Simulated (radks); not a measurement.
Problem. These are the eigenvalues of the occupied orbitals of an atom or ion with whole-number occupations (eV). All-electron calculation, Dirac Kohn-Sham, PBE, spin-unpolarised, spherical densities, point nucleus. Program: a radial shooting solver on a logarithmic mesh with Libxc functionals.

orbital  eigenvalue
1s1/2     -51812.27
2s1/2     -8589.503
2p1/2     -8162.194
2p3/2     -7415.566
3s1/2     -1909.965
3p1/2     -1724.334
3p3/2     -1570.196
3d3/2     -1250.742
3d5/2     -1217.116
4s1/2     -383.3436
4p1/2     -310.6371
4p3/2     -276.3322
4d3/2     -156.7019
4d5/2     -150.5068
5s1/2      -53.8132
5p1/2      -34.3180
5p3/2      -29.9392
4f5/2       -9.8110
4f7/2       -9.0255
6s1/2       -8.7374

Which element is it, and in what charge state? The configuration may be excited. Open shells, if any, are shared by 2j + 1.

Solution. Z = 65, terbium, charge +1: Tb+ in [Xe] 4f9 6s1. The list shows which subshells hold electrons but not how many an open one holds; the 1s level, -1904.1 hartree, gives Z - s = 61.7 by -(Z - s)^2/2, which with screening and relativity narrows Z to a few neighbours, and the depths of the outer levels then fix element, charge and occupations together.
